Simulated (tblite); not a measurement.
Compound: C7H7F3S.
SMILES with atom numbers: `[CH3:1][c:2]1[cH:3][s:4][c:5]([CH2:6][C:7]([F:8])([F:9])[F:10])[cH:11]1` (hydrogens: H12, H13, H14 on C1; H15 on C3; H16, H17 on C6; H18 on C11)

A start from a force field or distance geometry was refined with GFN2-xTB geometry optimisation, gas phase in tblite 0.8.0. Values at the start:

```json
{"coordinate": "C1–C2", "start": "1.479 Å"}
{"coordinate": "C1–H12", "start": "1.097 Å"}
{"coordinate": "C2–C3", "start": "1.381 Å"}
{"coordinate": "C2–C11", "start": "1.437 Å"}
{"coordinate": "C3–S4", "start": "1.697 Å"}
{"coordinate": "C3–H15", "start": "1.099 Å"}
{"coordinate": "S4–C5", "start": "1.714 Å"}
{"coordinate": "C5–C6", "start": "1.497 Å"}
{"coordinate": "C5–C11", "start": "1.386 Å"}
{"coordinate": "C6–C7", "start": "1.522 Å"}
{"coordinate": "C6–H16", "start": "1.100 Å"}
{"coordinate": "C7–F8", "start": "1.362 Å"}
{"coordinate": "C11–H18", "start": "1.088 Å"}
{"coordinate": "C1–C2–C3", "start": "125.9°"}
{"coordinate": "C1–C2–C11", "start": "124.0°"}
{"coordinate": "C2–C3–S4", "start": "113.8°"}
{"coordinate": "C3–C2–C11", "start": "110.1°"}
{"coordinate": "C3–S4–C5", "start": "91.8°"}
{"coordinate": "C5–C6–C7", "start": "113.6°"}
{"coordinate": "C6–C7–F8", "start": "109.8°"}
{"coordinate": "F8–C7–F10", "start": "107.4°"}
{"coordinate": "S4–C5–C6–C7", "start": "-97°"}
```

**Question.** How do these coordinates change at the GFN2-xTB level?

**Answer.** 
```csv
coordinate,GFN2-xTB (Å or °),change
C3–H15,1.072,-0.027
C5–C11,1.359,-0.027
C3–S4,1.719,+0.022
C2–C3,1.359,-0.022
S4–C5,1.732,+0.018
C7–F8,1.344,-0.018
C2–C11,1.420,-0.017
C1–C2,1.492,+0.013
C11–H18,1.076,-0.012
C1–H12,1.089,-0.008
C6–H16,1.093,-0.007
C5–C6,1.494,-0.003
C6–C7,1.522,0.000
C5–C6–C7,110.7,-2.9
C6–C7–F8,111.6,+1.8
C3–C2–C11,111.7,+1.6
F8–C7–F10,106.4,-1.0
C2–C3–S4,112.8,-1.0
C1–C2–C3,124.9,-1.0
C3–S4–C5,90.8,-1.0
C1–C2–C11,123.4,-0.6
S4–C5–C6–C7,-103,-6
```

The energy falls by 0.130 eV over 79 L-BFGS steps, the largest force on an atom goes from 1.47 to 0.008 eV/Å, and the atoms move by 0.194 Å rms after alignment. Among the bonds, C5–C11 and C3–H15 change most and about equally (-0.027 Å). Bonds longer at the end by more than 0.005 Å: 3 of 18; shorter: 12. Among the dihedrals that turn most is H14–C1–C2–C11, from -86° to -60°. Rotational constants go from 1933, 554.0, 480.5 to 1883, 576.3, 493.5 MHz.

Time: 0.55 s wall. Hardware: one thread of an Arm Neoverse V2, shared host with 96 logical CPUs at a one-minute load of 42.

Its GFN2-xTB frequencies are all real (lowest 22 cm⁻¹). One conformer, not necessarily the lowest. 3 starts were optimised and ended at 0.00, 0.01 and 2.39 kcal/mol (GFN2-xTB); the lowest of these is shown.

All values are computed, not measured.
